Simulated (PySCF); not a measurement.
**Orbital energies and ionisation energy**

Compound: C6H10FNO.
Structure used (PBE0-D3(BJ)/def2-SVP), in Å, numbered top down from 1:
```
atom  x, y, z in Å
C1     3.7143    0.2348   -0.1237
C2     2.5459    0.0575   -0.7406
C3     1.2786   -0.3449   -0.0564
C4     0.1499    0.6479   -0.2608
F5    -0.1845    0.7143   -1.6060
C6    -1.0679    0.2776    0.5787
O7    -0.9565    0.1284    1.7807
N8    -2.2146    0.1474   -0.1202
C9    -3.4647   -0.1908    0.5030
H10    3.8155    0.0843    0.9562
H11    4.6122    0.5306   -0.6727
H12    2.4764    0.2179   -1.8232
H13    0.9304   -1.3215   -0.4388
H14    1.4232   -0.4516    1.0288
H15    0.4691    1.6580    0.0492
H16   -2.1613    0.2926   -1.1202
H17   -3.8587   -1.1492    0.1280
H18   -3.2818   -0.2827    1.5817
H19   -4.2241    0.5898    0.3363
```

Level: wB97X-D/def2-SVPD (PySCF). Frontier orbitals with their largest atomic shares (Löwdin; up to four atoms above 4 %):

```
orbital  ε (eV)                           main atoms
 HOMO−3  -11.75  C2 24 %, C1 17 %, C3 16 %, H12 11 %
 HOMO−2   -9.67    O7 36 %, C1 18 %, C2 17 %, C3 5 %
 HOMO−1   -9.55     N8 43 %, O7 28 %, C6 9 %, C9 8 %
   HOMO   -9.47                                    ?
   LUMO    1.85    C1 33 %, C2 31 %, C3 6 %, H10 6 %
 LUMO+1    2.14   C6 24 %, O7 15 %, N8 10 %, C4 10 %
 LUMO+2    2.35  C9 25 %, C6 16 %, H19 10 %, O7 10 %
```

Q: What vertical ionisation energy does ΔSCF give, and how far is −ε(HOMO) from it?

A: ΔSCF: 9.66 eV (932 kJ/mol; threshold wavelength 128 nm); ⟨S²⟩ of the doublet left behind is 0.760, against 0.75 for a pure doublet. −ε(HOMO) is 9.47 eV, 0.19 eV below it. For the exact functional −ε(HOMO) would equal the first vertical ionisation energy; wB97X-D (range-separated hybrid) comes within 0.19 eV of that here. Holes in the HOMO−1 and HOMO−2 were tried too where these lie within 1.2 eV of the HOMO; the lowest converged state counts.

Q: On which atoms does the HOMO lie?

A: O7 (amide oxygen) 28 %, C1 (terminal =CH2 carbon) 21 %, C2 (alkene CH carbon) 19 %, C4 (sp3 C–F carbon) 7 %, so no atom holds as much as 40 %. The HOMO−1 lies 0.08 eV lower.

Q: What total energies stand behind the ΔSCF value?

A: E(N) = -464.00908 Eh and E(N − 1) = -463.65392 Eh at the same geometry, 0.35516 Eh apart.

Q: What kinetic energy would electrons from this vertical process carry with Lyman-α light (10.199 eV)?

A: 10.20 − 9.66 = 0.54 eV.

Q: With α = 86.5 au, estimate the like-pair dispersion coefficient by London's formula C6 = (3/4)α²I.

A: I = 0.3552 Eh, so C6 ≈ 1990 au, a rough estimate.

One conformer (not necessarily the lowest) at the PBE0-D3(BJ)/def2-SVP geometry, without solvent, vibrations or thermal averaging.

Note: wB97X-D ran without an empirical dispersion term, which enters the total energy and its gradient alone.
